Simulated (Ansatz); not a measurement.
Consider the ligand exchange at a Zn–O bond: `C[O][Zn][Cl]` + HBr → `[Cl][Zn][Br]` + CH₃OH.

Program: Ansatz. Geometries: PBE0-D4/def2-TZVP. ΔE: electronic, gas phase. CCSD(T)/CBS is the MP2 limit (def2-TZVPP, def2-QZVPP) plus CCSD(T) − MP2 in def2-TZVPP, frozen cores. This one scheme is used for every species. Functionals use def2-TZVPP. B3LYP here is the variant with VWN-RPA as its local correlation; programs differ in this. HSE06 is defined as in plane-wave codes. For Br, Zn outer-core shells are correlated without core-valence functions, which leaves a few kJ/mol of doubt a bond. Scalar relativity is left out up to krypton. One conformer a species, not always the lowest.

`C[O][Zn][Cl]`:

Cartesian coordinates in Å:
```
C -0.900 0.550 -0.359
O 0.442 0.645 0.036
Zn 1.478 -0.684 0.555
Cl 2.822 -2.145 1.189
H -1.253 1.554 -0.619
H -1.039 -0.088 -1.241
H -1.551 0.169 0.439
```

HBr:

Z-matrix (Å, degrees):
```
Br
H 1 1.420
```

`[Cl][Zn][Br]`:

```xyz
3

Cl   -0.258    1.626    1.354
Zn   -0.005    0.034    0.028
Br    0.263   -1.660   -1.382
```

CH₃OH:

```xyz
6

C     0.188    0.302    0.011
O    -0.205   -0.995    0.396
H     1.000    0.601    0.675
H    -0.623    1.033    0.115
H     0.562    0.337   -1.020
H    -0.922   -1.278   -0.176
```

```csv
level,ΔE (kcal/mol),difference from CCSD(T)/CBS
LDA (SPW92),-25.7,3.5
PBE-D4,-26.8,2.4
revPBE-D4,-26.4,2.8
BLYP-D4,-25.0,4.2
r2SCAN-D4,-27.8,1.4
B97M-V,-27.1,2.1
PBE0-D4,-29.8,-0.6
B3LYP-D4,-27.7,1.5
r2SCANh-D4,-28.9,0.3
r2SCAN0-D4,-30.4,-1.2
BHLYP-D4,-30.9,-1.7
CAM-B3LYP-D4,-27.4,1.8
ωB97X-V,-28.4,0.8
ωB97M-V,-29.1,0.1
B2PLYP,-27.6,1.6
PBE-QIDH,-30.0,-0.8
PBE,-27.0,2.2
revPBE,-27.3,1.9
r2SCAN,-27.9,1.3
PBE0,-30.0,-0.8
B3LYP,-28.0,1.2
r2SCANh,-29.0,0.2
r2SCAN0,-30.5,-1.3
HSE06,-30.0,-0.8
BHLYP,-30.9,-1.7
CAM-B3LYP,-27.6,1.6
LC-ωPBE,-28.2,1.0
RPA@PBE/def2-TZVPP,-24.8,4.4
MP2/def2-SVP,-27.4,1.8
CCSD(T)/def2-SVP,-26.9,2.3
HF/def2-TZVPP,-34.7,-5.5
MP2/def2-TZVPP,-27.1,2.1
CCSD/def2-TZVPP,-28.0,1.2
CCSD(T)/def2-TZVPP,-27.1,2.1
HF/def2-QZVPP,-34.3,-5.1
MP2/def2-QZVPP,-28.1,1.1
SCS-MP2/def2-QZVPP,-27.9,1.3
HF/CBS(def2),-34.2,-5.0
MP2/CBS(def2),-29.1,0.1
CCSD/CBS(def2),-30.1,-0.9
CCSD(T)/CBS,-29.2,0
```

Largest T1 diagnostic among the species: 0.015.

At CCSD(T), def2-SVP lies +2.3 kcal/mol from the extrapolated value and def2-TZVPP +2.1 kcal/mol. From r2SCAN to r2SCAN0 (25 % exact exchange), in def2-TZVPP and without D4, ΔE moves by −2.6 kcal/mol.
